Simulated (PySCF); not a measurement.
# Correlation energy of La⁺ (lanthanum, charge +1)

[Xe] 5d2, high-spin 3F determinant. Calculation: PySCF 2.14, in x2c-TZVPPall; the spin-free X2C one-electron Hamiltonian (Gaussian nucleus). Frozen: [Ar] 3d10; 28 electrons correlated.

MP2 pair energies summed by pair of shells (mhartree):

| pair | energy | share (%) |
| --- | --- | --- |
| 4d-4d | -281.76 | 40.6 |
| 4d-5p | -121.49 | 17.5 |
| 5p-5p | -86.80 | 12.5 |
| 5p-5d | -48.40 | 7.0 |
| 4p-4d | -25.55 | 3.7 |
| 5s-5p | -25.30 | 3.6 |
| 4d-5s | -25.16 | 3.6 |
| 4p-4p | -18.12 | 2.6 |
| 4s-4d | -17.15 | 2.5 |
| 4d-5d | -11.32 | 1.6 |
| 4p-5p | -6.67 | 1.0 |
| 4p-5s | -6.23 | 0.9 |
| 5s-5s | -5.00 | 0.7 |
| 5s-5d | -4.77 | 0.7 |
| 5d-5d | -3.52 | 0.5 |
| 4s-4p | -2.64 | 0.4 |
| 4s-4s | -1.82 | 0.3 |
| 4s-5p | -1.02 | 0.1 |
| 4p-5d | -0.84 | 0.1 |
| 4s-5s | -0.57 | 0.1 |
| 4s-5d | -0.20 | 0.0 |

Total MP2 correlation energy: -694.32 mhartree.

Same-spin part -255.54 and opposite-spin part -438.78 mhartree; SCS-MP2 scales them by 1/3 and 6/5 to -611.71 mhartree.

This basis was not built for core-valence correlation, so the inner-shell part is incomplete.
